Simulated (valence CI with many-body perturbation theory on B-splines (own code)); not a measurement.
# E1 transitions of In

Method: valence CI with perturbative core correlation (CI+MBPT): three valence electrons over a frozen Dirac-Fock core [Kr] 4d10, radial functions for each j: 11 s, 11 p, 10 d, 8 f, 5 g, 2 h, with the one-electron correlation potential Σ1, the two-electron term Σ2, the three-electron term Σ3, Breit, model QED; selected CI, second order for the rest, scaled by the run's own slope (own B-spline code, finite nucleus).

Against 12 measured levels this calculation errs by 162 cm⁻¹ on average and by 504 at most. These come from a selection out of the NIST Handbook of Basic Atomic Spectroscopic Data. Levels without a partner in it may be off by more.

Lines 1 to 50 of 137 in falling wavelength, among levels below 43907 cm⁻¹, chosen from the strongest by gf and those to the six lowest levels. Wavelengths and rates use the calculated energies, so an error of 200 cm⁻¹ moves a line at 24390 Å by 4.9 % and its rate by three times that or more. Electric multipoles are in the length gauge, E1 and E2 with the static RPA response of the core. Weak lines are less certain than strong ones. Lines between different terms over intervals too small for the method are left out, as are lines whose strength nearly cancels and 5 of this kind that miss the measured wavelength by over 7 %. The highest levels of a list are the least certain.

```
λ vac (Å)          Upper          Lower   A (s⁻¹)  S (a.u.)
    49320   5s²7d ²D_3/2  4f5s² ²F°_5/2  2.30e+05  5.45e+01
    49280  5s²10s ²S_1/2  5s²8p ²P°_3/2  1.94e+05  2.29e+01
    48690   5s²7d ²D_5/2  4f5s² ²F°_5/2  1.05e+04  3.60e+00
    48690   5s²7d ²D_5/2  4f5s² ²F°_7/2  2.10e+05  7.18e+01
    48030  5s²10s ²S_1/2  5s²8p ²P°_1/2  1.11e+05  1.21e+01
    40260   5s²5g ²G_7/2  4f5s² ²F°_5/2  3.98e+06  1.03e+03
    40260   5s²5g ²G_9/2  4f5s² ²F°_7/2  4.13e+06  1.33e+03
    40260   5s²5g ²G_7/2  4f5s² ²F°_7/2  1.48e+05  3.80e+01
    39360  5s²7p ²P°_1/2   5s²7s ²S_1/2  2.51e+06  1.51e+02
    37750  5s²7p ²P°_3/2   5s²7s ²S_1/2  2.74e+06  2.91e+02
    36550  4f5s² ²F°_7/2   5s5p² ⁴P_5/2  7.13e+04  1.37e+01
    36540  4f5s² ²F°_5/2   5s5p² ⁴P_5/2  4.76e+03  6.87e-01
    36490  5s²9p ²P°_1/2   5s²8s ²S_1/2  1.41e+05  6.78e+00
    36190  5s²8p ²P°_1/2   5s²6d ²D_3/2  1.85e+05  8.63e+00
    36130  5s²8p ²P°_3/2   5s²6d ²D_5/2  1.41e+05  1.32e+01
    36100  5s²9p ²P°_3/2   5s²8s ²S_1/2  1.78e+05  1.65e+01
    35510  5s²8p ²P°_3/2   5s²6d ²D_3/2  1.35e+04  1.19e+00
    34950   5s²7d ²D_3/2  5s²7p ²P°_3/2  3.54e+05  2.98e+01
    34640   5s²7d ²D_5/2  5s²7p ²P°_3/2  2.06e+06  2.53e+02
    33670   5s²7d ²D_3/2  5s²7p ²P°_1/2  1.70e+06  1.28e+02
    31570  5s²5f ²F°_7/2   5s²6d ²D_5/2  1.92e+06  2.39e+02
    31560  5s²5f ²F°_5/2   5s²6d ²D_5/2  1.28e+05  1.19e+01
    31090  5s²5f ²F°_5/2   5s²6d ²D_3/2  1.75e+06  1.55e+02
    30920  5s²7p ²P°_1/2   5s5p² ⁴P_3/2  5.13e+03  1.50e-01
    29910  5s²7p ²P°_3/2   5s5p² ⁴P_3/2  4.69e+02  2.48e-02
    28020   5s²8d ²D_3/2  4f5s² ²F°_5/2  6.47e+04  2.81e+00
    27870   5s²8d ²D_5/2  4f5s² ²F°_5/2  2.92e+03  1.87e-01
    27870   5s²8d ²D_5/2  4f5s² ²F°_7/2  5.83e+04  3.74e+00
    26360   5s²9s ²S_1/2  5s²7p ²P°_3/2  5.47e+05  9.88e+00
    26000   5s²6g ²G_7/2  4f5s² ²F°_5/2  1.24e+06  8.58e+01
    26000   5s²6g ²G_9/2  4f5s² ²F°_7/2  1.28e+06  1.11e+02
    26000   5s²6g ²G_7/2  4f5s² ²F°_7/2  4.59e+04  3.19e+00
    25620   5s²9s ²S_1/2  5s²7p ²P°_1/2  3.13e+05  5.19e+00
    24390   5s²7s ²S_1/2  5s²6p ²P°_3/2  6.02e+06  8.62e+01
    23940  4f5s² ²F°_5/2   5s5p² ⁴P_3/2  2.28e+04  9.27e-01
    23370  5s²7p ²P°_1/2   5s5p² ⁴P_1/2  6.51e+01  8.21e-04
    23240  5s²9p ²P°_3/2   5s²6d ²D_5/2  4.03e+04  9.98e-01
    23140  5s²9p ²P°_1/2   5s²6d ²D_3/2  5.48e+04  6.70e-01
    22990  5s²9p ²P°_3/2   5s²6d ²D_3/2  3.46e+03  8.29e-02
    22790  5s²7p ²P°_3/2   5s5p² ⁴P_1/2  5.55e+01  1.30e-03
    22750   5s²7s ²S_1/2  5s²6p ²P°_1/2  3.31e+06  3.85e+01
    22710   5s²8d ²D_3/2  5s²7p ²P°_3/2  1.65e+05  3.81e+00
    22620   5s²8d ²D_5/2  5s²7p ²P°_3/2  9.85e+05  3.37e+01
    22290  5s²6f ²F°_7/2   5s²6d ²D_5/2  1.23e+06  5.36e+01
    22280  5s²6f ²F°_5/2   5s²6d ²D_5/2  8.18e+04  2.68e+00
    22170   5s²8d ²D_3/2  5s²7p ²P°_1/2  8.30e+05  1.78e+01
    22050  5s²6f ²F°_5/2   5s²6d ²D_3/2  1.13e+06  3.60e+01
    20660  5s²8p ²P°_3/2   5s5p² ⁴P_5/2  1.13e+04  1.97e-01
    20140  5s²10s ²S_1/2  5s²7p ²P°_3/2  2.96e+05  2.39e+00
    19710  5s²10s ²S_1/2  5s²7p ²P°_1/2  1.68e+05  1.27e+00
```
